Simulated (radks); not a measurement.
Task: The technetium ion Tc32+, configuration [Ne] 3s1. Method: scalar-relativistic Kohn-Sham, PBEsol, spin-polarised, spherical densities, finite nucleus; open shells are filled with parallel spins first (spin-orbit coupling, left out, can overturn this in heavy ions); Fermi nuclear charge, rms radius 4.4112 fm; computed with a radial shooting solver on a logarithmic mesh with Libxc functionals. Some entries of the table are withheld. Estimate them.

orbital  occ.  eigenvalue (eV)  <1/r> (bohr^-1)
1s up       1        -22644.69            44.71
1s down     1        -22642.65            44.71
2s up       1        -4660.883            10.27
2s down     1        -4658.387            10.28
2p up       3        -4369.274            9.957
2p down     3        -4367.066            9.960
3s up       1        -1876.612            4.186
3s down     0        -1861.978            4.195
3p up       0              (1)            4.062
3p down     0              (2)            4.074
4s up       0        -1004.186            2.267

Result: 
(1) 3p up eigenvalue (eV): -1785.248
(2) 3p down eigenvalue (eV): -1771.315
